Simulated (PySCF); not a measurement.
Species: C₄H₇OS₂ (doublet state).
Atom-mapped SMILES: `[H]/[C:1]=[CH:2]\[S:3][CH2:4][S@@:5]([CH3:6])=[O:7]` (hydrogens: H8 on C1; H9 on C2; H10, H11 on C4; H12, H13, H14 on C6)

Structure used (GFN2-xTB), in Å, numbered top down from 1:
```
atom  x, y, z in Å
C1     3.6246    0.3842    0.2386
C2     2.3762    0.2021    0.1447
S3     1.1823    1.3437   -0.7494
C4    -0.2817    0.2877   -0.8005
S5    -0.9375   -0.0827    0.9175
C6    -2.5199   -0.8075    0.3030
O7    -0.1401   -1.2199    1.3794
H8     4.4578    0.9906   -0.0038
H9     1.7928   -0.5936    0.5767
H10   -1.0396    0.8498   -1.3380
H11   -0.0557   -0.6548   -1.2965
H12   -3.1019   -0.0281   -0.1750
H13   -2.3060   -1.6176   -0.3854
H14   -3.0520   -1.1937    1.1664
```

The hyperfine couplings belong to this conformer and change with its torsions.

Method used: PySCF, UKS B3LYP, pcH-1 on C H O S, non-relativistic, mean-field spin-orbit, GIAO. Isolated species at its GFN2-xTB geometry (one conformer only). Couplings are sensitive to structure, and on GFN2-xTB geometries they can be far from those on DFT ones. No stability test was run, so a lower SCF solution isn't excluded.

Mulliken spin populations: C1 +0.976, C2 -0.187, S3 +0.161, C4 +0.003, S5 0.000, C6 0.000, O7 +0.003, H8 -0.008, H9 +0.047, H10 +0.004, H11 0.000, H12 0.000, H13 0.000, H14 0.000.

Problem. What dipolar couplings does the calculation give for H10, H11, H12, H13, H14?

Solution. 
| atom | position | distance from C1 (Å) | T1 (MHz) | T2 | T3 |
| --- | --- | --- | --- | --- | --- |
| H10 | 4 bonds from C1 | 4.95 | -1.70 | -0.11 | 1.81 |
| H11 | 4 bonds from C1 | 4.12 | -1.61 | -0.72 | 2.33 |
| H12 | 6 bonds from C1 | 6.75 | -0.37 | -0.27 | 0.65 |
| H13 | 6 bonds from C1 | 6.29 | -0.43 | -0.28 | 0.71 |
| H14 | 6 bonds from C1 | 6.92 | -0.30 | -0.24 | 0.54 |

Problem. Estimate them with point dipoles: put each population ρk at its nucleus, leave out the nucleus itself and the atom bound to it, and sum T = Σ [ρk/(2S)]·C·(3 n nᵀ − 1)/r³ with C = μ0 gₑ μB g_N μN/(4π h) = 79.06 MHz Å³.

Solution. 
```csv
atom,T1 (MHz),T2,T3,"T3, computed",difference in T3 (%)
H10,-1.41,-1.30,2.72,1.81,+50
H11,-1.61,-0.79,2.39,2.33,+3
H12,-0.36,-0.31,0.68,0.65,+5
H13,-0.40,-0.32,0.72,0.71,+2
H14,-0.29,-0.25,0.54,0.54,0
```

In T3 the estimate is closest for H14 (0 %, 6.92 Å from C1) and worst for H10 (+50 %, 4.95 Å).

Problem. If all the spin sat on C1, T∥ = 2C/r³. What distance does the computed T3 of H10 then imply?

Solution. r = (2 × 79.06/1.81)^(1/3) = 4.44 Å, against 4.95 Å in the structure.

Hardware: Arm Neoverse V2, one thread, shared host with 32 logical CPUs at a one-minute load of 13. Cost: 69 s wall (grids of density and orbitals included), 0.95 GiB resident at most.
